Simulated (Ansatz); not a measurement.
Relaxation of CH3FSTe (7 atoms, charge 0, multiplicity 1), to a largest force component of 0.015 eV/Å in at most 40 steps.

All numbers below come from RKS PBE-D4/def2-SVP in Ansatz 0.2.0.

```xyz
7
Properties=species:S:1:pos:R:3:forces:R:3
F 1.234 -1.369 0.018 -1.40 0.86 0.10
C 0.129 -0.432 -0.022 1.80 -0.76 0.46
S 0.500 1.014 0.994 0.07 -0.60 0.92
Te -0.131 0.218 -2.042 0.84 0.61 -0.66
H -0.781 -0.929 0.349 -0.17 -0.29 -0.09
H 0.632 0.250 2.175 -0.05 0.63 -0.68
H 1.496 0.914 -1.990 -1.09 -0.44 -0.05
```

Question: Where does it end, and by what steps?

Answer: The run converged. After 5 steps the energy has fallen by 0.203 eV; H7 moved furthest, 0.14 Å.

| step | energy less start (eV) | largest force component (eV/Å) | accepted |
| --- | --- | --- | --- |
| 0 | 0.0000 | 1.804 | yes |
| 1 | -0.0480 | 1.510 | yes |
| 2 | -0.1609 | 0.952 | yes |
| 3 | -0.1839 | 0.797 | yes |
| 4 | -0.2022 | 0.094 | yes |
| 5 | -0.2027 | 0.012 | yes |

```xyz
7
Properties=species:S:1:pos:R:3
F 1.161 -1.432 0.107
C 0.188 -0.473 0.001
S 0.545 0.988 1.019
Te -0.075 0.203 -2.087
H -0.790 -0.926 0.273
H 0.647 0.300 2.199
H 1.401 1.006 -2.032
```

Run time: 20 s on 1 thread of Arm Neoverse V2, with other jobs on the host, peak memory 0.14 GiB.
